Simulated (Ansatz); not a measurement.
CH₈N₃V (`[CH3][V](=[NH])([NH2])[NH2]`), 13 atoms. The species carries charge 0 and has multiplicity 1. Correlated methods include outer-core shells of V, which these sets cover unevenly. Scalar relativity is left out up to krypton. All runs use 4 threads of an Arm Neoverse V2 on a shared host. Correlated methods freeze the cores.

Give the basis size and wall time and peak host memory of each of these runs in Ansatz. RKS PBE0-D4/def2-TZVP relaxation (6 steps); direct RPA on PBE orbitals/def2-TZVPP energy; RKS PBE0-D4/def2-SVP energy; RHF-MP2/def2-QZVPP energy; RKS PBE-QIDH (frozen core)/def2-TZVPP energy; RKS PBE0-D4/def2-TZVPP energy; RKS ωB97M-V/def2-QZVPP energy; RKS ωB97M-V/def2-SVP energy; RKS B2PLYP (frozen core)/def2-TZVPP energy; RKS PBE0-D4/def2-TZVP frequencies; RKS r2SCAN-D4/def2-TZVPP energy and forces; RKS PBE0-D4/def2-QZVPP energy. (Best estimate.)

Computed: Other jobs shared the machine, so times are rough.

```json
{"level": "RKS PBE0-D4/def2-SVP", "job": "energy", "functions": "127", "wall time": "1.6 s", "peak host memory (GiB)": "0.35"}
{"level": "RKS PBE0-D4/def2-TZVPP", "job": "energy", "functions": "300", "wall time": "4.7 s", "peak host memory (GiB)": "0.9"}
{"level": "RKS ωB97M-V/def2-SVP", "job": "energy", "functions": "127", "wall time": "7 s", "peak host memory (GiB)": "0.49"}
{"level": "RKS r2SCAN-D4/def2-TZVPP", "job": "energy and forces", "functions": "300", "wall time": "7.5 s", "peak host memory (GiB)": "0.49"}
{"level": "direct RPA on PBE orbitals/def2-TZVPP", "job": "energy", "functions": "300", "wall time": "8.5 s", "peak host memory (GiB)": "1"}
{"level": "RKS PBE-QIDH (frozen core)/def2-TZVPP", "job": "energy", "functions": "300", "wall time": "10 s", "peak host memory (GiB)": "1"}
{"level": "RKS PBE0-D4/def2-QZVPP", "job": "energy", "functions": "561", "wall time": "12 s", "peak host memory (GiB)": "2.4"}
{"level": "RKS B2PLYP (frozen core)/def2-TZVPP", "job": "energy", "functions": "300", "wall time": "15 s", "peak host memory (GiB)": "1.1"}
{"level": "RKS ωB97M-V/def2-QZVPP", "job": "energy", "functions": "561", "wall time": "26 s", "peak host memory (GiB)": "2.9"}
{"level": "RKS PBE0-D4/def2-TZVP", "job": "relaxation (6 steps)", "functions": "217", "wall time": "27 s", "peak host memory (GiB)": "0.66"}
{"level": "RHF-MP2/def2-QZVPP", "job": "energy", "functions": "561", "wall time": "43 s", "peak host memory (GiB)": "4.3"}
{"level": "RKS PBE0-D4/def2-TZVP", "job": "frequencies", "functions": "217", "wall time": "3.7 min", "peak host memory (GiB)": "0.75"}
```
